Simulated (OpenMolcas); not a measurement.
Ag3+ (d8) among equal point charges was computed by CASSCF with the d shell active (OpenMolcas, ANO-RCC-VDZP on the metal). Its lowest spin-free states, and all those of the highest spin:

```
2S+1  Degeneracy  E (cm-1)
   3           1       0.0
   3           2      5395
   3           1      6214
   3           1      9553
   3           2     10164
   1           1     15178
   1           1     15684
   1           2     20217
   1           1     21027
   3           1     21754
   3           2     23312
   1           1     23963
```

**Question.** Is the site octahedral, tetrahedral or cube-like, axial, or of lower symmetry?

**Answer.** The states with 2S+1 = 3 have orbital degeneracies 1, 2, 1, 1, 2, 1, 2. There are pairs but no triples, so the site is axial: not cubic, but with a proper or improper axis of order three or more. The run had Ag3+ among 6 point charges of -1.7 e arranged as a tetragonal octahedron (D4h), 1.98 Å from the ion, with the axial distance 2.099 Å.

Without dynamic correlation the repulsion within the d shell is too large (B by tens of per cent), so at a given field states of lower spin stand too high. Real 4d8 and 5d8 ions are as a rule square planar and diamagnetic. Point charges give a weaker field than real ligands, and real ions of this kind are as a rule low spin; the high spin found here belongs to the model. This is an electrostatic model: the charges have no orbitals. No measured value stands beside these numbers.
